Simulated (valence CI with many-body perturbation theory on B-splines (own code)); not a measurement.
Values are calculated unless marked as measured or tabulated.
## Sensitivity of CI+MBPT for Pt⁶³⁺

Level of theory: configuration interaction combined with many-body perturbation theory (CI+MBPT): five valence electrons over a frozen Dirac-Fock core [Ne], radial functions for each j: 6 s, 6 p, 5 d, 3 f, 1 g, with the one-electron correlation potential Σ1 (screened to all orders), the two-electron term Σ2, the three-electron term Σ3, Breit, model QED; selected single and double excitations, second order for the rest, scaled by the run's own slope (own B-spline code, finite nucleus).

The last digits are not significant, and no measured levels were compared; by estimate large intervals hold to a few tenths of a per cent, small ones and those within an open d or f shell to about a per cent. Among the levels kept, up to 700 cm⁻¹ of a level comes from second order outside the variational space, and about a tenth of that is noise between levels of different J, which matters for small intervals.

The reference run has the lowest level (3s^2 3p1/2^2 3p3/2) J=3/2 and an ionisation energy of 6920.21 eV. Its largest variational space holds 10000 state functions.

Levels are named by their leading jj configuration (3d3/2^4 stands for four electrons in 3d with j = 3/2), which in mixed levels can hold well under half, so a name can repeat and another be missing. Letters in brackets count levels of one name in rising energy.

Changed runs:
A. lowest core n in screening and Σ2 1 → 1
B. scale of Σ1 1 → 0; scale of Σ2 1 → 0; three-electron term on → off
C. scale of Σ1 1 → 0; three-electron term on → off
D. size limit of the variational space 10000 → 100; second order for the rest on → off (bad on purpose)

Excitation energies of the reference run in cm⁻¹, and shifts in cm⁻¹:

```
                             Level  Reference  A      B      C      D
        (3s^2 3p1/2^2 3d3/2) J=3/2    1982800  0  +5996  +3446  +1830
        (3s^2 3p1/2^2 3d5/2) J=5/2    2936980  0  +6487  +2584  +4044
        (3s^2 3p1/2 3p3/2^2) J=3/2    3572640  0  -3604  -1891   +514
        (3s^2 3p1/2 3p3/2^2) J=5/2    3673230  0  -3050  -1648   +519
        (3s^2 3p1/2 3p3/2^2) J=1/2    3806320  0  -2430  -1419  -1811
        (3s 3p1/2^2 3p3/2^2) J=5/2    5104900  0   -910   -473   +182
        (3s 3p1/2^2 3p3/2^2) J=3/2    5355130  0  +1144   -0.2  +2880
        (3s 3p1/2^2 3p3/2^2) J=1/2    5378130  0   +692    -53  +1127
(3s^2 3p1/2 3p3/2 3d3/2) J=5/2 [a]    5531200  0  +2073  +1246  +4625
(3s^2 3p1/2 3p3/2 3d3/2) J=1/2 [a]    5560810  0  +2176  +1265   -737
(3s^2 3p1/2 3p3/2 3d3/2) J=3/2 [a]    5564820  0  +2669  +1285  +3052
    (3s^2 3p1/2 3p3/2 3d3/2) J=7/2    5637060  0  +2454  +1607  +4227
            Ionisation energy (eV)    6920.21  0  -0.61  -0.46  -1.02
```

No effect on these energies: A.
